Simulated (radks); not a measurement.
Question: All-electron atom: Tc3+ in [Kr] 4d4. Calculated with a radial shooting solver on a logarithmic mesh with Libxc functionals: Dirac Kohn-Sham, SOGGA, spin-unpolarised, spherical densities, point nucleus; open shells fill j = l - 1/2 first. Some entries of the table are withheld. Estimate them.

| orbital | occ. | eigenvalue (eV) | <r> (bohr) | <1/r> (bohr^-1) |
|---|---|---|---|---|
| 1s1/2 | 2 | -20875.96 | 0.03429 | 44.69 |
| 2s1/2 | 2 | -3004.142 | 0.1493 | 10.20 |
| 2p1/2 | 2 | -2773.044 | (1) | (2) |
| 2p3/2 | 4 | -2654.901 | (3) | (4) |
| 3s1/2 | 2 | -548.2743 | 0.4154 | 3.506 |
| 3p1/2 | 2 | -459.4652 | 0.4092 | 3.407 |
| 3p3/2 | 4 | -439.6975 | 0.4198 | 3.284 |
| 3d3/2 | 4 | -282.4592 | 0.3970 | 3.102 |
| 3d5/2 | 6 | -278.6577 | 0.4005 | 3.070 |
| 4s1/2 | 2 | -103.2939 | 1.052 | 1.304 |
| 4p1/2 | 2 | -77.1371 | 1.139 | 1.188 |
| 4p3/2 | 4 | -74.1169 | 1.167 | 1.153 |
| 4d3/2 | 4 | -35.1366 | 1.511 | 0.8731 |
| 4d5/2 | 0 | -34.7890 | 1.523 | 0.8652 |
| 5s1/2 | 0 | -27.4789 | 2.613 | 0.4989 |
| 5p1/2 | 0 | -21.3985 | 2.996 | (5) |
| 5p3/2 | 0 | -20.9525 | 3.053 | (6) |

Answer: 
(1) 2p1/2 <r> (bohr): 0.1271
(2) 2p1/2 <1/r> (bohr^-1): 10.18
(3) 2p3/2 <r> (bohr): 0.1318
(4) 2p3/2 <1/r> (bohr^-1): 9.665
(5) 5p1/2 <1/r> (bohr^-1): 0.4324
(6) 5p3/2 <1/r> (bohr^-1): 0.4235
